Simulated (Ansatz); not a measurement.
`N#[C][InH2]` + HI → `[InH2][I]` + `C#N` at 298.15 K and 1 bar (ligand exchange at the In–C bond).

Program: Ansatz. Geometries: PBE0-D4/def2-TZVP. ΔE: electronic, gas phase. CCSD(T)/CBS adds triple-zeta CCSD(T) − MP2 to the extrapolated MP2 energy (def2 sets, frozen cores). This one scheme is used for every species. Elements past krypton have def2 core potentials. For I, In outer-core shells are correlated without core-valence functions, which leaves a few kJ/mol of doubt a bond.

```csv
species,CCSD(T)/CBS energy (Eh),H − E (kJ/mol),S (J/(mol·K))
`N#[C][InH2]`,-283.72690,65.9,293.5
HI,-298.03592,22.7,206.5
`[InH2][I]`,-488.48444,45.6,295.3
`C#N`,-93.32098,52.4,201.2
```

H − E and S are ideal-gas, rigid-rotor, harmonic terms from PBE0-D4/def2-TZVP. 1 Eh = 2625.50 kJ/mol, R = 8.31446 J/(mol·K).

Question: By hand: ΔE, ΔH, ΔS and ΔG.

Answer: ΔE = (-488.48444) + (-93.32098) − (-283.72690) − (-298.03592) = -0.04260 Eh = -111.8 kJ/mol. Δ(H − E) = 45.6 + 52.4 − 65.9 − 22.7 = 9.4, so ΔH = -102.4 kJ/mol. ΔS = 295.3 + 201.2 − 293.5 − 206.5 = -3.5 J/(mol·K). ΔG = -102.4 − 298.15 × (-3.5)/1000 = -101.4 kJ/mol.

Question: By hand: the equilibrium constant, and the temperature at which ΔG would vanish if ΔH and ΔS stayed fixed.

Answer: log₁₀ K = −ΔG/(RT ln 10) = 17.8. ΔG = 0 at ΔH/ΔS = 29257 K, far beyond where these terms or the molecules hold.

The number of gas molecules stays the same, so ΔS is small and ΔH decides. A doubt of 5 kJ/mol in ΔE shifts log₁₀ K by 0.9 here. These are equilibria of isolated gas molecules and say nothing of rates. Largest T1 diagnostic: 0.015 (customary marks: 0.02 for closed shells, 0.045 for open ones).
